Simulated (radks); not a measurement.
Results of a calculation; reference values are marked as such.
Q: Spin polarisation of the 5d5 shell in the rhenium ion Re+. Start: [Xe] 4f14 5d(up 2.5, down 2.5) 6s(up 0.5, down 0.5); electrons of 5d are moved from spin down to spin up, other shells keep equal spins. Code: a radial shooting solver on a logarithmic mesh with Libxc functionals. Model: non-relativistic Kohn-Sham, PBE, spin-polarised, spherical densities, point nucleus. Estimate the energy gained and the exchange splitting at a moment of 5 Bohr magnetons.

A: At moment 5 the spin-polarisation energy is -4.021 eV and the 5d exchange splitting 3.223 eV, that is 0.645 eV per Bohr magneton; E = -I m^2/4 would give I = 0.643 eV.
